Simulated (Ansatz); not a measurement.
Start from `N/C=C/[CH2][AlH2]` and change one atom or group to get `N/C=[CH]/[SnH3]`.

Ansatz, PBE0-D4/def2-TZVP geometries, multiplicity 1. Each molecule was computed in one conformer, which needn't be the lowest.

Elements past krypton have def2 core potentials.

```csv
property,`N/C=C/[CH2][AlH2]`
HOMO–LUMO gap (ωB97M-V/def2-TZVPP) / eV,9.17
HOMO energy (ωB97M-V/def2-TZVPP) / eV,-7.91
LUMO energy (PBE/def2-TZVPP) / eV,-1.10
HOMO–LUMO gap (B3LYP/def2-TZVPP) / eV,5.15
size of the dipole moment (PBE/def2-TZVPP) / D,2.56
size of the dipole moment (ωB97M-V/def2-TZVPP) / D,2.33
```

**Question.** What does the change do to each property? (Best estimate.)

**Answer.** Ansatz gave: 
```csv
property,`N/C=[CH]/[SnH3]`,shift
HOMO–LUMO gap (ωB97M-V/def2-TZVPP) / eV,10.17,1.00
HOMO energy (ωB97M-V/def2-TZVPP) / eV,-8.36,-0.45
LUMO energy (PBE/def2-TZVPP) / eV,-0.42,0.68
HOMO–LUMO gap (B3LYP/def2-TZVPP) / eV,6.20,1.05
size of the dipole moment (PBE/def2-TZVPP) / D,2.84,0.28
size of the dipole moment (ωB97M-V/def2-TZVPP) / D,2.66,0.33
```

With PBE0 the HOMO falls by 0.34 eV and the LUMO rises by 0.80 eV, so the gap widens by about 1.14 eV. PBE moves the HOMO by -0.25 eV and ωB97M-V by -0.45 eV. Dipoles are sizes alone; their direction can turn.

B3LYP here is the variant with VWN-RPA as its local correlation; programs differ in this.
